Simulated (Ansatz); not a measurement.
# Molecular dynamics of B2Cl2H4

input.yaml

```yaml
crystal:
  periodic: [false, false, false]
  atoms:
    - { symbol: B, position_ang: [-0.366992, 1.211503, -0.463547] }
    - { symbol: Cl, position_ang: [-1.169529, -0.030482, 0.844829] }
    - { symbol: B, position_ang: [0.366359, -1.211492, 0.46418] }
    - { symbol: Cl, position_ang: [1.162112, 0.02493, -0.853523] }
    - { symbol: H, position_ang: [-1.054235, 1.277935, -1.40674] }
    - { symbol: H, position_ang: [0.017015, 2.164563, 0.093743] }
    - { symbol: H, position_ang: [1.055244, -1.265253, 1.406984] }
    - { symbol: H, position_ang: [-0.009974, -2.171704, -0.085937] }
basis:
  gaussian: { orbitals: STO-3G }
hamiltonian:
  xc: pbe0
  dispersion: d4
md:
  timestep: 0.5
  n_steps: 100
  ensemble: nvt_langevin
  temperature: 100.0
  initial_velocities: maxwell_boltzmann
  seed: 882942
  friction: 0.05
scf:
  lower_state_search: "off"
```

Command:

```bash
$ ansatz run input.yaml --threads 1 --pin off --max-ram 2048MiB --backend cpu --events-out ev --progress --plain --runs-dir out
```

It starts from a relaxed structure.

Output, in part (one step line in 4, the closing report, with atoms numbered from 0):

```
md step     0: t =     0.00 fs  T =    87.5 K  F+E_penalty+E_count = -26166.18471221 eV  E_kin = 0.090482 eV  (9 SCF iters)
md step     4: t =     2.00 fs  T =    66.3 K  F+E_penalty+E_count = -26166.15523307 eV  E_kin = 0.068544 eV  (11 SCF iters)
md step     8: t =     4.00 fs  T =    52.4 K  F+E_penalty+E_count = -26166.15665229 eV  E_kin = 0.054197 eV  (11 SCF iters)
md step    12: t =     6.00 fs  T =    44.4 K  F+E_penalty+E_count = -26166.15117036 eV  E_kin = 0.045887 eV  (11 SCF iters)
md step    16: t =     8.00 fs  T =    44.1 K  F+E_penalty+E_count = -26166.14750611 eV  E_kin = 0.045629 eV  (11 SCF iters)
md step    20: t =    10.00 fs  T =    75.7 K  F+E_penalty+E_count = -26166.15115432 eV  E_kin = 0.078277 eV  (11 SCF iters)
md step    24: t =    12.00 fs  T =    47.7 K  F+E_penalty+E_count = -26166.13107799 eV  E_kin = 0.049276 eV  (11 SCF iters)
md step    28: t =    14.00 fs  T =    94.8 K  F+E_penalty+E_count = -26166.15397087 eV  E_kin = 0.098044 eV  (11 SCF iters)
md step    32: t =    16.00 fs  T =    62.0 K  F+E_penalty+E_count = -26166.12483197 eV  E_kin = 0.064103 eV  (11 SCF iters)
md step    36: t =    18.00 fs  T =    72.1 K  F+E_penalty+E_count = -26166.13077511 eV  E_kin = 0.074594 eV  (11 SCF iters)
md step    40: t =    20.00 fs  T =   110.4 K  F+E_penalty+E_count = -26166.14076157 eV  E_kin = 0.114119 eV  (11 SCF iters)
md step    44: t =    22.00 fs  T =    90.4 K  F+E_penalty+E_count = -26166.11623926 eV  E_kin = 0.093505 eV  (11 SCF iters)
md step    48: t =    24.00 fs  T =    74.4 K  F+E_penalty+E_count = -26166.11719548 eV  E_kin = 0.076985 eV  (11 SCF iters)
md step    52: t =    26.00 fs  T =   103.0 K  F+E_penalty+E_count = -26166.10043297 eV  E_kin = 0.106521 eV  (11 SCF iters)
md step    56: t =    28.00 fs  T =    96.6 K  F+E_penalty+E_count = -26166.08050009 eV  E_kin = 0.099841 eV  (11 SCF iters)
md step    60: t =    30.00 fs  T =   114.1 K  F+E_penalty+E_count = -26166.11134617 eV  E_kin = 0.117992 eV  (11 SCF iters)
md step    64: t =    32.00 fs  T =    93.4 K  F+E_penalty+E_count = -26166.10186072 eV  E_kin = 0.096620 eV  (11 SCF iters)
md step    68: t =    34.00 fs  T =    78.1 K  F+E_penalty+E_count = -26166.09589651 eV  E_kin = 0.080742 eV  (11 SCF iters)
md step    72: t =    36.00 fs  T =    90.2 K  F+E_penalty+E_count = -26166.11120883 eV  E_kin = 0.093283 eV  (11 SCF iters)
md step    76: t =    38.00 fs  T =    76.7 K  F+E_penalty+E_count = -26166.12630570 eV  E_kin = 0.079331 eV  (11 SCF iters)
md step    80: t =    40.00 fs  T =   108.3 K  F+E_penalty+E_count = -26166.14495740 eV  E_kin = 0.111990 eV  (11 SCF iters)
md step    84: t =    42.00 fs  T =    91.6 K  F+E_penalty+E_count = -26166.12340248 eV  E_kin = 0.094677 eV  (11 SCF iters)
md step    88: t =    44.00 fs  T =    61.7 K  F+E_penalty+E_count = -26166.09833862 eV  E_kin = 0.063793 eV  (11 SCF iters)
md step    92: t =    46.00 fs  T =    58.8 K  F+E_penalty+E_count = -26166.09133368 eV  E_kin = 0.060839 eV  (11 SCF iters)
md step    96: t =    48.00 fs  T =    63.8 K  F+E_penalty+E_count = -26166.08179218 eV  E_kin = 0.065975 eV  (11 SCF iters)
md step   100: t =    50.00 fs  T =   103.7 K  F+E_penalty+E_count = -26166.09965220 eV  E_kin = 0.107277 eV  (11 SCF iters)
Total energy: -26166.09966715 eV, -961.5864267484 hartree
Atom 0 at    -0.354590     1.195043    -0.416314 Å, force    -0.470011     0.616079    -0.237790 eV/Å
Atom 1 at    -1.195406    -0.089951     0.850042 Å, force     0.060902     0.368639    -0.135429 eV/Å
Atom 2 at     0.319223    -1.268919     0.393666 Å, force    -0.050440     0.192066     0.474230 eV/Å
Atom 3 at     1.157132     0.041637    -0.851182 Å, force     0.327700    -0.417751     0.371101 eV/Å
Atom 4 at    -1.025547     1.179774    -1.389795 Å, force     0.096606     0.344733     0.425717 eV/Å
Atom 5 at    -0.006874     2.206022     0.130353 Å, force    -0.276158    -0.901764    -0.336274 eV/Å
Atom 6 at     0.941621    -1.352012     1.394332 Å, force     0.103388    -0.162610    -0.547474 eV/Å
Atom 7 at    -0.098378    -2.179014    -0.211277 Å, force     0.208012    -0.039393    -0.014082 eV/Å
Dipole moment:     0.030370    -0.009273     0.005064 e Å
```

The run went to its last step. The mean temperature of the second half is 13 % below the set value. A run of 0.05 ps of so small a system gives no equilibrium averages. Limits of this set-up: minimal basis.

The same pairs are bonded in the first frame and the last. Pairs count as bonded within 1.25 times the sum of covalent radii (0.12 Å more for H–H).

Last frame:

```xyz
8
Properties=species:S:1:pos:R:3
B -0.355 1.195 -0.416
Cl -1.195 -0.090 0.850
B 0.319 -1.269 0.394
Cl 1.157 0.042 -0.851
H -1.026 1.180 -1.390
H -0.007 2.206 0.130
H 0.942 -1.352 1.394
H -0.098 -2.179 -0.211
```

Run time: 56 s on 1 CPU thread of a shared host.
